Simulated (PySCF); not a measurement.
NMR data simulated for an unnamed compound:

$^{1}$H NMR (600 MHz, computed): δ 9.64 (m, 1H), 9.44 (m, 1H), 8.30 (m, 1H), 8.08 (m, 1H).

$^{13}$C{$^{1}$H} NMR (computed): δ 170.9 (CH), 168.7 (CH), 139.1 (CH), 139.0 (CH), 124.7 (C), 122.6 (C).

- shieldings: GIAO PBE0/pcSseg-1
- GFN2-xTB structure
- run in PySCF 2.14
- no relativistic terms, one conformer, isolated molecule

Chemical shifts δ = σref − σ; $^{1}$H (σref 31.72), $^{13}$C (σref 186.93) vs TMS, all at this level.

Question: Which of these does the molecule contain: a nitrile, a heteroaromatic ring, an ester, an NH or NH2 group?

Answer: 
- A nitrile: yes (δC 124.7).
- A heteroaromatic ring: no.
- An ester: no.
- An NH or NH2 group: no.

The data belong to `N#Cc1cccpc1`, C6H4NP; they needn't prove each group on their own.

Carbon signals by region: 2 in the far downfield region (above 160 ppm), 4 in the sp2 and nitrile region (100–160 ppm). Above 160 ppm: 170.9, aromatic CH, 168.7, aromatic CH.

Splittings by $^{31}$P in the carbon and heteronuclear signals aren't shown, as no couplings were computed. Shifts are as computed. Against solution values, carbons near 30 ppm lie about +3 ppm off and those near 130 ppm about +5 ppm. Of 1211 compounds with measured shifts, 218 miss one by over three times the rms of a fit or turn the order of signals round; such compounds aren't used in these exercises. Multiplicities follow the n + 1 count of equivalent neighbours, as no J values were calculated; m marks all less simple cases, F and P coupling included.
